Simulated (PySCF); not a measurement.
# Pb(OCH3)2 at several levels of theory

Computed with PySCF 2.14.0 (density fitting, no spin-orbit coupling) at the geometry relaxed with PBE0:

```xyz
11
Pb(OCH3)2 (singlet)
Pb    0.0000    0.0000   -0.4578
O     1.6503    0.0737    0.8505
C     1.8177    0.0459    2.2265
H     2.8469   -0.2766    2.4762
H     1.6778    1.0434    2.6900
H     1.1295   -0.6477    2.7486
O    -1.6503   -0.0737    0.8505
C    -1.8177   -0.0459    2.2265
H    -2.8469    0.2766    2.4762
H    -1.6778   -1.0434    2.6900
H    -1.1295    0.6477    2.7486
```

| level | basis | state | HOMO (eV) | gap (eV) | charge on Pb1 (e) | dipole about the centre of mass (D) | largest force component (eV/Å) |
| --- | --- | --- | --- | --- | --- | --- | --- |
| PBE0 | Pb def2-SVP with ECP60, O def2-SVP, C def2-SVP, H def2-SVP | singlet | -6.84 | 4.85 | 0.84 | 1.16 | 0.02 |
| wB97X | the same | singlet | -9.18 | 9.02 | 0.86 | 1.33 | 0.76 |

Charges are Mulliken's, which hang on the basis. The relaxation used the grid (50, 194), these runs (75, 302) or, all-electron (x2c bases, spin-free X2C Hamiltonian), (99, 590).

Task: What does PBE with Pb def2-SVP with ECP60, O def2-SVP, C def2-SVP, H def2-SVP give here?

Result: state singlet, HOMO (eV) -5.42, gap (eV) 2.85, charge on Pb1 (e) 0.70, dipole about the centre of mass (D) 0.76, largest force component (eV/Å) 0.60. Time: 10 s on 2 threads of Arm Neoverse V1, on a shared host, from an already converged density.

In the first row's basis the gap widens with exact exchange: 2.9 eV for PBE (none); 4.9 eV for PBE0 (a fixed share); 9.0 eV for wB97X (rising or full at long range).

No frequency check is given that shows the relaxed geometry to be a minimum.
